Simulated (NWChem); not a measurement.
Everything below was run with NWChem. System: I (-1), charge -1, spin multiplicity 1. Level: RHF/def2-TZVPD with def2 effective core potentials on I.

NWChem printed:

```
             Northwest Computational Chemistry Package (NWChem) 7.3.0
             --------------------------------------------------------

                                NWChem Input Module
                                -------------------

 Scaling coordinates for geometry "geometry" by  1.889725989
 (inverse scale =  0.529177249)

                             Geometry "geometry" -> ""
                             -------------------------

 Output coordinates in angstroms (scale by  1.889725989 to convert to a.u.)

  No.       Tag          Charge          X              Y              Z
 ---- ---------------- ---------- -------------- -------------- --------------
    1 I                   53.0000     0.00000000     0.00000000     0.00000000

 Effective nuclear repulsion energy (a.u.)       0.0000000000

            Nuclear Dipole moment (a.u.)
            ----------------------------
        X                 Y               Z
 ---------------- ---------------- ----------------
     0.0000000000     0.0000000000     0.0000000000

      Symmetry information
      --------------------

 Group name             D2h
 Group number             26
 Group order               8
 No. of unique centers     1

      Symmetry unique atoms

     1


 Summary of "ao basis" -> "" (spherical)
 ------------------------------------------------------------------------------
       Tag                 Description            Shells   Functions and Types
 ---------------- ------------------------------  ------  ---------------------
 *                         def2-tzvpd                 on all atoms

 Summary of "ao basis" -> "ao basis" (spherical)
 ------------------------------------------------------------------------------
       Tag                 Description            Shells   Functions and Types
 ---------------- ------------------------------  ------  ---------------------
 I                         def2-tzvpd               19       59   7s6p4d2f

                                 NWChem SCF Module
                                 -----------------

  ao basis        = "ao basis"
  functions       =    59
  atoms           =     1
  closed shells   =    13
  open shells     =     0
  charge          =  -1.00
  wavefunction    = RHF
  use symmetry    = T
  symmetry adapt  = T

 Summary of "ao basis" -> "ao basis" (spherical)
 ------------------------------------------------------------------------------
       Tag                 Description            Shells   Functions and Types
 ---------------- ------------------------------  ------  ---------------------
 I                         def2-tzvpd               19       59   7s6p4d2f

      Symmetry analysis of basis
      --------------------------

        ag         15
        au          2
        b1g         4
        b1u        10
        b2g         4
        b2u        10
        b3g         4
        b3u        10

 Forming initial guess at       0.0s

      Superposition of Atomic Density Guess
      -------------------------------------

 Sum of atomic energies:        -347.16239475

 Renormalizing density from      25.00 to     26

      Non-variational initial energy
      ------------------------------

 Total energy =    -299.178687
 1-e energy   =    -538.070399
 2-e energy   =     238.891713
 HOMO         =       0.048691
 LUMO         =       0.192306

      Symmetry analysis of molecular orbitals - initial
      -------------------------------------------------

 !! scf_movecs_sym_adapt:   52 vectors were symmetry contaminated

  Symmetry fudging

 !! scf_movecs_sym_adapt:   51 vectors were symmetry contaminated

  Numbering of irreducible representations:

     1 ag          2 au          3 b1g         4 b1u         5 b2g
     6 b2u         7 b3g         8 b3u

  Orbital symmetries:

     1 ag          2 b2u         3 b1u         4 b3u         5 ag
     6 b3g         7 b1g         8 b2g         9 ag         10 ag
    11 b2u        12 b1u        13 b3u        14 b3u        15 b1u
    16 b2u        17 ag         18 ag         19 ag         20 b1g
    21 b2g        22 b3g        23 b2u

 Starting SCF solution at       0.3s

 ----------------------------------------------
         Quadratically convergent ROHF

 Convergence threshold     :          1.000E-07
 Maximum no. of iterations :          100
 Final Fock-matrix accuracy:          1.000E-09
 ----------------------------------------------

              iter       energy          gnorm     gmax       time
             ----- ------------------- --------- --------- --------
                 1     -296.5266988655  2.43D+00  6.81D-01      0.3
                 2     -296.7176599567  4.79D-01  1.42D-01      0.3
                 3     -296.7407032918  2.97D-01  8.41D-02      0.3
                 4     -296.7432693126  2.63D-02  1.22D-02      0.3
                 5     -296.7435402688  9.12D-04  3.87D-04      0.3
                 6     -296.7435405180  9.14D-07  3.16D-07      0.4
                 7     -296.7435405180  1.48D-09  5.33D-10      0.4

       Final RHF  results
       ------------------

         Total SCF energy =   -296.743540518042
      One-electron energy =   -524.645345359682
      Two-electron energy =    227.901804841640
 Nuclear repulsion energy =      0.000000000000

        Time for solution =      0.1s

       Symmetry analysis of molecular orbitals - final
       -----------------------------------------------

  Numbering of irreducible representations:

     1 ag          2 au          3 b1g         4 b1u         5 b2g
     6 b2u         7 b3g         8 b3u

  Orbital symmetries:

     1 ag          2 b2u         3 b1u         4 b3u         5 ag
     6 b3g         7 ag          8 b1g         9 b2g        10 ag
    11 b1u        12 b2u        13 b3u        14 b1u        15 b3u
    16 b2u        17 ag         18 ag         19 b1g        20 b3g
    21 b2g        22 ag         23 b1u

             Final eigenvalues
             -----------------

              1
    1   -7.4645
    2   -5.3127
    3   -5.3127
    4   -5.3127
    5   -2.0066
    6   -2.0066
    7   -2.0066
    8   -2.0066
    9   -2.0066
   10   -0.6076
   11   -0.1260
   12   -0.1260
   13   -0.1260
   14    0.1853
   15    0.1853
   16    0.1853
   17    0.2727
   18    0.3478
   19    0.3478
   20    0.3478
   21    0.3478
   22    0.3478
   23    0.5443

                       ROHF Final Molecular Orbital Analysis
                       -------------------------------------

 Vector   11  Occ=2.000000D+00  E=-1.259937D-01  Symmetry=b1u
              MO Center= -2.2D-35, -8.4D-36,  1.2D-19, r^2= 2.4D+00
   Bfn.  Coefficient  Atom+Function         Bfn.  Coefficient  Atom+Function
  ----- ------------  ---------------      ----- ------------  ---------------
    19      0.506643  1 I  pz                13     -0.426821  1 I  pz
    22      0.335646  1 I  pz                16      0.329548  1 I  pz

 Vector   12  Occ=2.000000D+00  E=-1.259937D-01  Symmetry=b2u
              MO Center=  1.5D-34, -1.3D-17,  4.2D-34, r^2= 2.4D+00
   Bfn.  Coefficient  Atom+Function         Bfn.  Coefficient  Atom+Function
  ----- ------------  ---------------      ----- ------------  ---------------
    18      0.506643  1 I  py                12     -0.426821  1 I  py
    21      0.335646  1 I  py                15      0.329548  1 I  py

 Vector   13  Occ=2.000000D+00  E=-1.259937D-01  Symmetry=b3u
              MO Center= -2.1D-17,  5.9D-33, -1.2D-32, r^2= 2.4D+00
   Bfn.  Coefficient  Atom+Function         Bfn.  Coefficient  Atom+Function
  ----- ------------  ---------------      ----- ------------  ---------------
    17      0.506643  1 I  px                11     -0.426821  1 I  px
    20      0.335646  1 I  px                14      0.329548  1 I  px

 Vector   14  Occ=0.000000D+00  E= 1.852854D-01  Symmetry=b1u
              MO Center=  4.6D-36,  3.3D-36,  6.6D-20, r^2= 2.1D+01
   Bfn.  Coefficient  Atom+Function         Bfn.  Coefficient  Atom+Function
  ----- ------------  ---------------      ----- ------------  ---------------
    25      1.296832  1 I  pz                22     -0.726607  1 I  pz
    19      0.153448  1 I  pz                16     -0.151693  1 I  pz

 Vector   15  Occ=0.000000D+00  E= 1.852854D-01  Symmetry=b3u
              MO Center= -8.9D-19,  3.8D-34, -2.2D-34, r^2= 2.1D+01
   Bfn.  Coefficient  Atom+Function         Bfn.  Coefficient  Atom+Function
  ----- ------------  ---------------      ----- ------------  ---------------
    23      1.296832  1 I  px                20     -0.726607  1 I  px
    17      0.153448  1 I  px                14     -0.151693  1 I  px

 Vector   16  Occ=0.000000D+00  E= 1.852854D-01  Symmetry=b2u
              MO Center= -9.3D-36, -2.9D-19, -1.0D-35, r^2= 2.1D+01
   Bfn.  Coefficient  Atom+Function         Bfn.  Coefficient  Atom+Function
  ----- ------------  ---------------      ----- ------------  ---------------
    24      1.296832  1 I  py                21     -0.726607  1 I  py
    18      0.153448  1 I  py                15     -0.151693  1 I  py

 center of mass
 --------------
 x =   0.00000000 y =   0.00000000 z =   0.00000000

 moments of inertia (a.u.)
 ------------------
           0.000000000000           0.000000000000           0.000000000000
           0.000000000000           0.000000000000           0.000000000000
           0.000000000000           0.000000000000           0.000000000000

  Mulliken analysis of the total density
  --------------------------------------

    Atom       Charge   Shell Charges
 -----------   ------   -------------------------------------------------------
    1 I   25    26.00   0.18 -0.76  1.58  1.01  1.04  0.89  0.06 -0.49  6.45  1.35  2.82  1.72  0.16  9.23  0.75  0.02 -0.00  0.00  0.00

       Multipole analysis of the density wrt the origin
       ------------------------------------------------

     L   x y z        total         open         nuclear
     -   - - -        -----         ----         -------
     0   0 0 0     -1.000000      0.000000     25.000000

     1   1 0 0      0.000000      0.000000      0.000000
     1   0 1 0      0.000000      0.000000      0.000000
     1   0 0 1     -0.000000      0.000000      0.000000

     2   2 0 0    -25.405887      0.000000      0.000000
     2   1 1 0     -0.000000      0.000000      0.000000
     2   1 0 1     -0.000000      0.000000      0.000000
     2   0 2 0    -25.405887      0.000000      0.000000
     2   0 1 1     -0.000000      0.000000      0.000000
     2   0 0 2    -25.405887      0.000000      0.000000

 Task  times  cpu:        0.4s     wall:        0.4s

 Total times  cpu:        0.4s     wall:        0.4s
```

Question: Write an NWChem input that would produce this output.

Answer: One answer among several that fit: 
```
start mol
memory heap 200 mb stack 900 mb global 1100 mb
charge -1
geometry units angstroms nocenter noautoz
  I      0.000000     0.000000     0.000000
  symmetry group D2h
end
basis spherical
  * library def2-tzvpd
end
ecp
  I library def2-ecp
end
scf
  rhf
  nopen 0
  maxiter 100
  thresh 1e-7
  semidirect memsize 60000000 filesize 0
end
task scf energy
```
